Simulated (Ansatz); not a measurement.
Breaking the Se1–F2 bond in FHOSe (SMILES O[Se]F) (multiplicity 1 held, fragments rigid). Energies count from the point at 1.771 Å.
Geometry at that point (charge 0, multiplicity 1):
```xyz
4

Se     0.0859     0.0079     0.3948
F     -0.0116     1.3366    -0.7719
O     -0.2068    -1.3541    -0.7078
H     -1.1618    -1.4657    -0.8125
```

Restricted levels (R-, RO-) in cc, def2 and unpolarised 6-31G sets keep to the state of the molecule at rest. Active spaces are followed from a long bond inwards. Levels need not reach the same state.

Cores are frozen in the correlated methods. Filled d and f shells under p-block atoms count as core.

The values were computed with Ansatz (a program for electronic structure) with Gaussian orbitals. 

Energies in kJ/mol.

| R (Å) | R-HF/cc-pVDZ | R-SCS-MP2/cc-pVDZ | R-CCSD(T)/cc-pVDZ | CASSCF(6,4)/cc-pVDZ | FIC-NEVPT4(SD) on CASSCF(6,4)/cc-pVDZ | FIC-MRCISD+Q on CASSCF(6,4)/cc-pVDZ |
|---|---|---|---|---|---|---|
| 1.417 | 299 | 340 | 342 | 330 | 344 | 339 |
| 1.594 | 45 | 65 | 66 | 62 | 66 | 65 |
| 1.771 | 0 | 0 | 0 | 0 | 0 | 0 |
| 1.948 | 42 | 22 | 21 | 20 | 21 | 22 |
| 2.125 | 115 | 77 | 73 | 67 | 74 | 75 |
| 2.391 | 236 | 168 | 155 | 135 | 159 | 160 |
| 2.656 | 345 | 246 | 214 | 180 | 220 | 220 |
| 3.099 | 491 | 331 | 227 | 212 | 266 | 265 |
| 3.542 | 594 | 356 | 147 | 221 | 279 | 278 |
| 4.073 | 673 | 324 | 34 | 223 | 280 | 280 |
| 4.781 | 732 | 225 | -38 | 223 | 281 | 280 |
| 5.667 | 770 | 68 | -42 | 224 | 280 | 280 |

Doubts at one or more of the structures used: a restricted determinant that unrestricted orbitals would lower (R-HF/cc-pVDZ, R-SCS-MP2/cc-pVDZ, R-CCSD(T)/cc-pVDZ); other coupled-cluster roots lie near (R-CCSD(T)/cc-pVDZ); T1 above 0.05 (R-CCSD(T)/cc-pVDZ); active orbitals that take no part (CASSCF(6,4)/cc-pVDZ, FIC-NEVPT4(SD) on CASSCF(6,4)/cc-pVDZ, FIC-MRCISD+Q on CASSCF(6,4)/cc-pVDZ).
